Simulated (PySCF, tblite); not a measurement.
C₄H₁₂N₂Si₂.
Geometry (GFN2-xTB, Å), atoms numbered from 1 in this order:
```
atom  x, y, z in Å
N1    -1.8260    2.9885    0.1603
C2    -2.2686    1.9312    0.1343
Si3   -2.9413    0.1884    0.0732
Si4   -1.5926   -1.1250   -1.2830
C5     0.1447   -1.2980   -0.5221
C6     0.8695    0.0376   -0.3983
C7     2.2453   -0.1116    0.2487
N8     2.9550    1.1552    0.1952
H9    -4.3230    0.3800   -0.3810
H10   -2.9857   -0.1803    1.4958
H11   -2.1698   -2.4725   -1.4098
H12   -1.4617   -0.5761   -2.6389
H13    0.0741   -1.7593    0.4666
H14    0.7490   -1.9734   -1.1313
H15    0.2749    0.7350    0.1994
H16    1.0046    0.4853   -1.3842
H17    2.1209   -0.5018    1.2757
H18    2.8363   -0.8414   -0.3142
H19    3.8612    1.0765    0.6433
H20    2.4279    1.8724    0.6829
```

Theory: PBE0/pcSseg-1 in PySCF (dipole) on a GFN2-xTB geometry, gas phase.

Take the most abundant isotopes and a rigid rotor. The values belong to one conformer with, in the numbering `[N:1]#[C:2][SiH2:3][SiH2:4][CH2:5][CH2:6][CH2:7][NH2:8]`, C2–Si3–Si4–C5 65°, Si3–Si4–C5–C6 -62°, Si4–C5–C6–C7 178°, C5–C6–C7–N8 173°, C6–C7–N8–H 179° and 59°.

Q: What are A, B and C (MHz)?

A: Ia = 315.10, Ib = 652.52, Ic = 905.34 u·Å²; 505379 MHz·u·Å²/I gives A = 1604, B = 774.5, C = 558.2 MHz.

Q: What kind of rotor is it?

A: An asymmetric top. Ray's parameter κ = (2B − A − C)/(A − C) = -0.586; −1 is the prolate and +1 the oblate limit.

Q: Is it planar, by Δ = Ic − Ia − Ib?

A: Not planar: Δ = Ic − Ia − Ib = -62.28 u·Å². For a rigid frame Δ = −2 Σ m c², so Σ m c² = 31.14 u·Å² lies off the ab plane: 13.28 from hydrogen and 17.86 from heavier atoms. The atom farthest from that plane is 1.95 Å away.

Q: Give the other two planar moments, Paa and Pbb, and the rms extents of the mass along the axes.

A: Paa = Σ m a² = (Ib + Ic − Ia)/2 = 621.38 and Pbb = Σ m b² = (Ia + Ic − Ib)/2 = 283.96 u·Å². With the mass M = 144.05 u, the rms extents √(P/M) along a, b and c are 2.08, 1.40, 0.46 Å.

Q: Which types of transition are allowed, and where do some lines up to J = 4 fall?

A: The dipole components are |μa| = 0.07 D, |μb| = 3.45 D, |μc| = 2.23 D. The squared components, which scale the intensities, stand as 0.00 : 1.00 : 0.42 (a : b : c). Some lines, for components of 0.1 D or more:

```tsv
type	branch	J(Ka,Kc)	MHz	lower level (cm⁻¹)
c	Q	2(1,2) ← 2(0,2)	650	0.132
c	Q	1(1,1) ← 1(0,1)	829	0.044
b	Q	1(1,0) ← 1(0,1)	1046	0.044
b	Q	3(1,2) ← 3(0,3)	1739	0.261
c	Q	4(2,3) ← 4(1,3)	1815	0.508
b	R	1(1,1) ← 0(0,0)	2162	0.000
b	Q	4(2,2) ← 4(1,3)	2313	0.508
b	Q	3(2,1) ← 3(1,2)	2368	0.319
b	Q	4(1,3) ← 4(0,4)	2404	0.428
c	Q	2(2,1) ← 2(1,1)	2488	0.175
b	Q	2(2,0) ← 2(1,1)	2525	0.175
b	Q	2(2,1) ← 2(1,2)	3137	0.154
b	Q	3(2,2) ← 3(1,3)	3483	0.276
b	Q	3(3,0) ← 3(2,1)	4535	0.398
b	Q	4(3,2) ← 4(2,3)	4802	0.569
b	R	4(1,4) ← 3(0,3)	5281	0.261
b	R	2(2,1) ← 1(1,0)	5370	0.079
c	R	2(2,0) ← 1(1,0)	5407	0.079
c	R	2(2,1) ← 1(1,1)	5586	0.072
c	Q	4(4,1) ← 4(3,1)	6479	0.730
c	R	3(2,1) ← 2(1,1)	6665	0.175
b	R	3(2,1) ← 2(1,2)	7314	0.154
c	R	4(1,3) ← 3(0,3)	7416	0.261
b	R	4(2,3) ← 3(1,2)	7491	0.319
c	R	3(3,0) ← 2(2,0)	8674	0.260
c	R	3(3,1) ← 2(2,1)	8707	0.258
b	R	4(3,2) ← 3(2,1)	9925	0.398
c	R	4(4,1) ← 3(3,1)	11901	0.549
```

Its lowest GFN2-xTB frequency is 10 cm⁻¹, too small to tell a flat minimum from a shallow saddle. No vibrational averaging or centrifugal distortion is included, and the geometry carries the error of its method. A rigid rotor knows nothing of inversion at nitrogen, which can split or shift real lines. Quadrupole hyperfine structure (14N) is left out.
